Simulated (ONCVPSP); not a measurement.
# Configuration tests for carbon (C) (ONCV)

| Quantity | Value |
| --- | --- |
| Element | C (Z = 6) |
| Generator | ONCVPSP 4.0.1 |
| Type | optimised norm-conserving Vanderbilt (ONCV) |
| Functional | PBEsol |
| Relativity | scalar-relativistic |
| Frozen core | [He] |
| Valence charge | 4 |
| Reference configuration | 2s1 2p3 |
| Partial waves | 2s: rc 1.00 bohr, ncon 3, nbas 7, qcut 7.2 1/bohr, 1 projector; 2p: rc 3.00 bohr, ncon 3, nbas 7, qcut 4.5 1/bohr, 2 projectors, debl 1.8 Ha; d scattering state at 0.31 Ha: rc 2.35 bohr, ncon 4, nbas 9, qcut 4.6 1/bohr, 1 projector |
| Local potential | polynomial inside 0.90 bohr (lpopt 5, dvloc0 6 Ha) |
| Core correction | Teter function, fcfact 5.5, rcfact 1.55 |

Energies are relative to the spin-unpolarised reference configuration 2s1 2p3; without spin polarisation the order of configurations can differ from experiment.

| valence configuration | charge | ΔE all-electron (eV) | error AE − PS (meV) |
| --- | --- | --- | --- |
| 2s2 2p2 | 0 | -8.427 | -54 |
| 2s2 2p0 | +2 | 26.381 | +1970 |
| 2s1 2p2 | +1 | 11.075 | +141 |

Problem. What are ΔE and the potential's error for 2s2 2p1?

Solution. ΔE = 2.362 eV all-electron; the error (AE − PS) is +365 meV.
